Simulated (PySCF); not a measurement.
B3LYP has the VWN-RPA correlation part, as in Gaussian. 

[Hf(Cl)3(OCH3)] (charge 0, multiplicity 1)

These are PySCF with B3LYP-D3(BJ)/def2-TZVP // BP86-D3(BJ)/def2-SVP values and carry that method's errors.

```
Property                                                Value
-------------------------------------  ----------------------
HOMO                                                 -8.85 eV
dipole moment                                       0.665 e·Å
HOMO–LUMO gap                                         7.20 eV
LUMO                                                 -1.64 eV
charge on the central atom (Mulliken)                  1.31 e
total energy                                    -1544.2398 Ha
cost                                   roughly 4 core-minutes
```

```xyz
9

Hf    -0.0266    -0.2310    -0.2366
Cl    -1.1232     1.7847     0.3131
Cl     2.2978     0.1121    -0.4556
Cl    -0.9234    -1.1538    -2.2137
O     -0.3113    -1.4675     1.1698
C     -0.5131    -2.4101     2.1925
H     -1.2098    -2.0027     2.9561
H      0.4532    -2.6545     2.6836
H     -0.9475    -3.3429     1.7731
```
